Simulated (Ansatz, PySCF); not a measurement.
Dissociation curve of SiH, doublet.

Levels: UKS-PBE = Ansatz (a quantum-chemistry and plane-wave program) with unrestricted PBE/cc-pVTZ; UMP2 = MP2 on UHF/cc-pVTZ, 5 core orbitals frozen in PySCF 2.14.0; NEVPT2 = SC-NEVPT2 on CASSCF(5,5)/cc-pVTZ, all electrons correlated run with PySCF.

Energies are in kcal/mol, each relative to the lowest point of its own curve near equilibrium.

| R / Å | UKS-PBE | UMP2 | NEVPT2 |
|---|---|---|---|
| 1.14 | 51.1 | 50.5 | 49.3 |
| 1.23 | 26.4 | 25.8 | 24.8 |
| 1.29 | 15.7 | 15.1 | 14.4 |
| 1.39 | 5.0 | 4.6 | 4.2 |
| 1.45 | 1.7 | 1.5 | … |
| 1.48 | … | 0.6 | 0.5 |
| 1.53 | 0.0 | 0.0 | 0.0 |
| 1.59 | 0.2 | 0.5 | 0.5 |
| 1.61 | 0.5 | 1.0 | 0.9 |
| 1.69 | … | … | 3.3 |
| 1.80 | 6.9 | … | 8.1 |
| 1.92 | 13.0 | 16.6 | 14.5 |
| 2.09 | 22.6 | … | 24.2 |

Q: What belongs in the gaps?

A: 
- 1.45, NEVPT2: 1.3
- 1.48, UKS-PBE: 0.8
- 1.69, UKS-PBE: 2.5
- 1.69, UMP2: 3.8
- 1.80, UMP2: 9.3
- 2.09, UMP2: 28.7

The scan ran from 1.14 to 6.11 Å; beyond the distances shown one of the unrestricted levels run for this scan, shown here or not, changes its spin distribution in one step. The unrestricted determinant behind UMP2 is spin-contaminated at 1.14 to 1.29 Å (<S²> up to 0.9, against 0.75 for a pure doublet).
